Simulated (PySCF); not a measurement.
# LiBe: from constants to spectrum

B2PLYP constants of LiBe, ²Σ⁺ (doublet), unpaired electrons σ ↑ (PySCF, no relativity, basis sets Li pcseg-1, Be pcseg-1; masses 7.0160 and 9.0122 u):

```
ωe              : 302.0 cm⁻¹
ωexe            : 8.94 cm⁻¹
Be              : 0.617 cm⁻¹
αe              : 0.0192 cm⁻¹
D (centrifugal) : 1.03e-05 cm⁻¹
De to Li + Be   : 0.253 eV
```

**Question.** Give the vibrational terms G(v) and spacings up to v = 4.

**Answer.** G(v) = ωe(v+½) − ωexe(v+½)².

| v | G(v) (cm⁻¹) | G(v) − G(v−1) | Bv (cm⁻¹) |
| --- | --- | --- | --- |
| 0 | 148.8 |  | 0.6074 |
| 1 | 432.9 | 284.1 | 0.5882 |
| 2 | 699.1 | 266.2 | 0.5690 |
| 3 | 947.5 | 248.4 | 0.5498 |
| 4 | 1178.0 | 230.5 | 0.5306 |

**Question.** How well does the Morse estimate ωe²/(4ωexe) reproduce De, and what is D0?

**Answer.** It gives 0.316 eV, 125 % of the computed De. D0 = De − G(0) = 0.253 − 0.018 = 0.235 eV.

Correlated steps freeze no core orbitals. The bond is weak. Basis-set superposition, not corrected here, can be much of De in a small basis, most of all at correlated wavefunction levels. Functionals without a dispersion term scatter widely for such bonds, and LDA overbinds them. B2PLYP dipoles, levels and charges come from its SCF part alone. The state is the lowest determinant that a PBE0 search found; another state may lie lower at other levels.
